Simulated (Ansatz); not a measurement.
Reaction (redistribution): `BBC[SiH3]` + `[CH3][SbH][OH]` → `[OH][SbH][SiH3]` + `BBCC`

Gas-phase electronic energies from Ansatz, PBE0-D4/def2-TZVP geometries. CBS: MP2 limit from def2 TZ/QZ plus the TZ coupled-cluster correction, frozen cores. Elements past krypton have def2 core potentials. For Sb outer-core shells are correlated without core-valence functions, which leaves a few kJ/mol of doubt a bond. One conformer a species, not always the lowest.

| species | CCSD(T)/CBS(def2) energy (Eh) |
| --- | --- |
| `BBC[SiH3]` | -381.48606 |
| `[CH3][SbH][OH]` | -356.25469 |
| `[OH][SbH][SiH3]` | -607.27229 |
| `BBCC` | -130.45894 |

(1) Work out ΔE.

Largest T1 diagnostic among the species: 0.014.

Results:

(1) ΔE = (-607.27229) + (-130.45894) − (-381.48606) − (-356.25469) = 0.00952 Eh = +0.26 eV.

At CCSD(T), def2-SVP lies −0.19 eV from the extrapolated value and def2-TZVPP +0.01 eV. In def2-TZVPP, CCSD(T) changes the Hartree–Fock value by +0.10 eV (the triples alone add +0.02 eV) and MP2 by +0.16 eV. Leaving LDA and LC-ωPBE aside and taking each functional with its dispersion term where it has one, the values, not all of them listed here, spread over 0.11 eV, from PBE-D4 to ωB97M-V.
